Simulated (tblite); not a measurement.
C3H9NO2Si.
Numbering: `[CH3:1][NH:2][SiH2:3][O:4][C:5]([CH3:6])=[O:7]` (hydrogens: H8, H9, H10 on C1; H11 on N2; H12, H13 on Si3; H14, H15, H16 on C6)

Cartesian coordinates in Å at the GFN2-xTB level; atoms count from 1:
```xyz
16
C3H9NO2Si angstrom
C     -3.086    0.372   -0.324
N     -1.654    0.517   -0.352
Si    -0.602   -0.602    0.394
O      0.850    0.129    0.027
C      1.988   -0.478    0.308
C      3.192    0.304   -0.145
O      2.036   -1.545    0.860
H     -3.327   -0.688   -0.315
H     -3.530    0.826   -1.212
H     -3.537    0.829    0.563
H     -1.367    1.482   -0.427
H     -0.680   -0.747    1.850
H     -0.718   -1.882   -0.293
H      4.101   -0.180    0.201
H      3.191    0.351   -1.232
H      3.135    1.320    0.238
```

Calculated harmonic vibrations of the isolated species, GFN2-xTB (tblite), most abundant isotopes, no scaling. Against measured fundamentals such values can be off by several per cent, at times by over 20. Modes of hydrogen on silicon can be 10 to 20 % off. One conformer, not necessarily the lowest.

Harmonic wavenumbers (cm⁻¹): 56.7, 68.1, 75.9, 81.9, 128.8, 145.1, 183.9, 277.3, 378.4, 468.7, 546.9, 578.0, 593.3, 627.9, 756.1, 776.6, 810.9, 842.8, 963.6, 1003.8, 1012.3, 1062.4, 1112.2, 1172.1, 1244.2, 1357.4, 1363.3, 1423.8, 1445.6, 1446.7, 1493.1, 1502.9, 1768.2, 2233.0, 2308.7, 2916.4, 2976.1, 3027.1, 3037.6, 3044.2, 3063.8, 3442.9.

A = 6762, B = 1015, C = 903.3 MHz; mass 119.040 u (most abundant isotopes); point group C1, symmetry number 1.

Question: Zero-point energy?

Answer: ½Σν̃ = 26409 cm⁻¹ = 75.51 kcal/mol.

Question: Entropy at 400 K, 1 bar (ideal gas, RRHO, classical rotation)?

Answer: Translation 41.72, rotation 29.22, vibration 40.59: S = 111.5 cal/(mol K).

Question: And Cp and H(400 K) − H(0)?

Answer: Cp = 43.46 cal/(mol K), of which vibrations give 35.51 (their classical limit is 42 R = 83.5); H(400 K) − H(0) = 11.03 kcal/mol without the zero-point energy, 7.85 from vibrations.

Question: How do the functions run with temperature in this model?

Answer: 
```json
{"T (K)": "50", "S (cal/(mol K))": "58.5", "Cp (cal/(mol K))": "15.2", "H − H(0) (kcal/mol)": "0.54", "G − H(0) (kcal/mol)": "-2.39", "ln q(vib)": "0.63"}
{"T (K)": "100", "S (cal/(mol K))": "70.9", "Cp (cal/(mol K))": "20.4", "H − H(0) (kcal/mol)": "1.44", "G − H(0) (kcal/mol)": "-5.64", "ln q(vib)": "2.23"}
{"T (K)": "298.15", "S (cal/(mol K))": "99.9", "Cp (cal/(mol K))": "35.8", "H − H(0) (kcal/mol)": "6.99", "G − H(0) (kcal/mol)": "-22.80", "ln q(vib)": "7.96"}
{"T (K)": "373.15", "S (cal/(mol K))": "108.6", "Cp (cal/(mol K))": "41.5", "H − H(0) (kcal/mol)": "9.89", "G − H(0) (kcal/mol)": "-30.62", "ln q(vib)": "9.88"}
{"T (K)": "500", "S (cal/(mol K))": "121.9", "Cp (cal/(mol K))": "49.9", "H − H(0) (kcal/mol)": "15.71", "G − H(0) (kcal/mol)": "-45.26", "ln q(vib)": "12.96"}
{"T (K)": "750", "S (cal/(mol K))": "144.6", "Cp (cal/(mol K))": "61.9", "H − H(0) (kcal/mol)": "29.80", "G − H(0) (kcal/mol)": "-78.67", "ln q(vib)": "18.57"}
{"T (K)": "1000", "S (cal/(mol K))": "163.6", "Cp (cal/(mol K))": "69.9", "H − H(0) (kcal/mol)": "46.34", "G − H(0) (kcal/mol)": "-117.27", "ln q(vib)": "23.65"}
```

q(vib) and H(0) count from the zero-point level.

Question: What must be added to the electronic energy to get the Gibbs energy at 400 K and 1 bar?

Answer: ZPE + [H(400 K) − H(0)] − T·S = 75.51 + 11.03 − 44.61 = 41.93 kcal/mol.

Question: Blend soft modes into free rotors: weight 1/[1 + (100 cm⁻¹/ν̃)⁴] for the oscillator and the rest for a rotor with moment μB/(μ + B), μ = h/(8π²ν), B = 10⁻⁴⁴ kg m². What vibrational entropy results?

Answer: 36.35 cal/(mol K) in place of 40.59, which changes −T·S at 400 K by +1.69 kcal/mol.

Hindered rotation and anharmonicity are outside this model. Other conformers, if any are populated, would add a mixing term that is left out. The structure is chiral; the term R ln 2 for an equal mix with its mirror image is left out.
